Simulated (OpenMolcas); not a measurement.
## Ti3+: ligand-field states by method

Ti3+ with 6 ligands (oxide) in tetragonal octahedral coordination (D4h) at 2.14 Å, the axial distance 2.119 Å. A charge of +1.5 e stands 2.8 Å behind each ligand. Ligand basis ANO-RCC-VDZP.
```
Ti    0.0000    0.0000    0.0000
O     2.1400    0.0000    0.0000
O     0.0000    2.1400    0.0000
O    -2.1400    0.0000    0.0000
O     0.0000   -2.1400    0.0000
O     0.0000    0.0000    2.1186
O     0.0000    0.0000   -2.1186
```

- Program: OpenMolcas
- Basis: ANO-RCC-VDZP [5s4p2d1f]
- Scalar Hamiltonian: DKH2, point nucleus
- Active space: 1 electron in 5 orbitals (3d)
- State averaging: 2S+1 = 2 even, 5 roots
- Spin-orbit coupling: RASSI with atomic mean-field integrals over the reference wave functions

I. CASSCF
II. SS-CASPT2, IPEA 0.25 Eh, imaginary shift 0.1 Eh (closed shells correlated: 3s 3p and the ligand valence shells)
III. SS-CASPT2, IPEA 0.25 Eh, imaginary shift 0.1 Eh (closed shells correlated: the ligand valence shells only)

Spin-free states (labels of D4, the rotations of D4h) in cm-1, each column counted from its own energy of the first state listed:

```json
{"State": "2B2", "Degeneracy": "1", "I": "0", "II": "0", "III": "0"}
{"State": "2E", "Degeneracy": "2", "I": "187", "II": "190", "III": "180"}
{"State": "2B1", "Degeneracy": "1", "I": "9530", "II": "9640", "III": "9340"}
{"State": "2A1", "Degeneracy": "1", "I": "10107", "II": "10190", "III": "9900"}
```

χT at 300 K: I 0.45, II 0.45, III 0.45 cm3 K/mol.

Over all roots computed the reference weight is 0.65 in II, 0.67 in III; a low but even weight reflects the number of correlated electrons. The oxide ions are held by bare point charges, a crude embedding. Ligand-to-metal charge-transfer states are missing. With metal d orbitals alone and no dynamic correlation the field as a rule comes out too small, by tens of per cent, by up to half for chloride and softer ligands (holds for I). With one d shell and no ligand orbital active, 10Dq can be off by a tenth or more (holds for II; III). Free-ion shares, where given, are those of the reference states; single-state CASPT2 does not remix them (holds for II; III). The distance lies 4 % over the 2.05 Å that this model takes as the normal distance (a Shannon-type radius plus a fixed donor radius); by an R⁻⁵ law this alone changes a d-shell field by about -19 %. No measured value stands beside these numbers; the geometry is a model, was not optimised and need not be the one that this ion takes.
